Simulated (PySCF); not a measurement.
Species: 1-indanone, C9H8O.
Numbering: `[O:1]=[C:2]1[CH2:3][CH2:4][c:5]2[cH:6][cH:7][cH:8][cH:9][c:10]21` (hydrogens: H11, H12 on C3; H13, H14 on C4; H15 on C6; H16 on C7; H17 on C8; H18 on C9)

Level: PBE0/pcSseg-1 and CAM-B3LYP/def2-SVPD in PySCF, non-relativistic, on one gas-phase PBE0-D3(BJ)/def2-SVP geometry that isn't relaxed in the solvent. The solvent is an IEF-PCM continuum (van der Waals radii × 1.2). The model holds no explicit solvent molecules, cavitation or dispersion.

Gas phase at PBE0/pcSseg-1: HOMO -7.17 eV, LUMO -1.61 eV, dipole 3.54 D.

Problem. What does the continuum do to the energy, the frontier levels and the dipole at PBE0/pcSseg-1 in tetrahydrofuran and dichloromethane?

Solution. 
```tsv
solvent	ε	E(solvent) − E(gas) (kcal/mol)	polarisation term (kcal/mol)	distortion of the solute (kcal/mol)	HOMO (eV)	LUMO (eV)	dipole (D)
tetrahydrofuran	7.426	-5.51	-6.40	0.89	-7.35	-1.63	4.60
dichloromethane	8.93	-5.73	-6.69	0.96	-7.36	-1.63	4.65
```

The polarisation term is half the interaction of the solute with the surface charges that it induces; the rest is the cost of distorting the solute's density. The sum is the electrostatic part of solvation alone. From tetrahydrofuran to dichloromethane the lowering changes by a factor 1.04, Onsager's factor (ε − 1)/(2ε + 1) by 1.04 and ε itself by 1.2.

Problem. Which radius a makes the point-dipole formula ΔE = −[(ε − 1)/(2ε + 1)]·μ²/a³ give the value in dichloromethane, with the gas-phase dipole?

Solution. μ = 1.394 au and |ΔE| = 0.00913 Eh give a = 2.37 Å; the farthest nucleus lies 3.58 Å from the centroid of the nuclei, so such a sphere wouldn't even hold the nuclei. The formula assumes a rigid point dipole at the centre of a sphere.

Problem. Which Mulliken charges (PBE0/pcSseg-1) respond most in dichloromethane (means over atoms taken as equivalent)?

Solution. 
```
  atoms         environment  gas (e)  solvent (e)  change
     O1       ketone oxygen   -0.361       -0.416  -0.055
    H16   aromatic hydrogen   +0.104       +0.119  +0.015
    H15   aromatic hydrogen   +0.071       +0.087  +0.016
     C9  aromatic CH carbon   +0.038       +0.023  -0.015
    H17   aromatic hydrogen   +0.103       +0.117  +0.014
H13/H14  methylene hydrogen   +0.150       +0.161  +0.011
```

Problem. Which Mayer bond orders change most in dichloromethane?

Solution. 
| bond | length (Å) | gas | solvent | change |
| --- | --- | --- | --- | --- |
| O1–C2 | 1.206 | 2.015 | 1.972 | -0.043 |
| C9–C10 | 1.395 | 1.382 | 1.364 | -0.018 |
| C2–C3 | 1.528 | 1.027 | 1.041 | +0.014 |
| C10–C2 | 1.481 | 0.946 | 0.959 | +0.013 |
| C10–C5 | 1.396 | 1.326 | 1.317 | -0.009 |
| C8–C9 | 1.390 | 1.450 | 1.457 | +0.007 |
| C3–H12 | 1.101 | 0.927 | 0.920 | -0.007 |
| C4–C5 | 1.508 | 1.032 | 1.038 | +0.006 |

Gas phase at CAM-B3LYP/def2-SVPD: HOMO -8.65 eV, LUMO -0.60 eV, dipole 3.77 D.

Problem. What does the continuum do to the energy, the frontier levels and the dipole at CAM-B3LYP/def2-SVPD in tetrahydrofuran and dichloromethane?

Solution. 
```json
{"solvent": "tetrahydrofuran", "ε": "7.426", "E(solvent) − E(gas) (kcal/mol)": "-5.76", "polarisation term (kcal/mol)": "-6.82", "distortion of the solute (kcal/mol)": "1.06", "HOMO (eV)": "-8.54", "LUMO (eV)": "-0.61", "dipole (D)": "4.97"}
{"solvent": "dichloromethane", "ε": "8.93", "E(solvent) − E(gas) (kcal/mol)": "-6.00", "polarisation term (kcal/mol)": "-7.15", "distortion of the solute (kcal/mol)": "1.15", "HOMO (eV)": "-8.54", "LUMO (eV)": "-0.61", "dipole (D)": "5.03"}
```

The atom shares or the degeneracy of the HOMO differ from the gas phase in tetrahydrofuran and dichloromethane, so that column needn't follow one orbital.

Problem. How does the static polarisability (CAM-B3LYP/def2-SVPD, frozen core, with the continuum's full static response) change?

Solution. 
| medium | isotropic (au) | principal values (au) | ⟨r²⟩ of the electrons (bohr²) |
| --- | --- | --- | --- |
| gas | 103.3 | 62.7, 113.8, 133.5 | 1325.0 |
| tetrahydrofuran | 137.7 | 81.8, 153.8, 177.4 | 1324.2 |
| dichloromethane | 139.4 | 83.0, 155.7, 179.4 | 1324.2 |

The isotropic value in dichloromethane is 1.35 times the gas-phase one; no cavity-field correction is applied. ⟨r²⟩ is taken about the centre of nuclear charge.
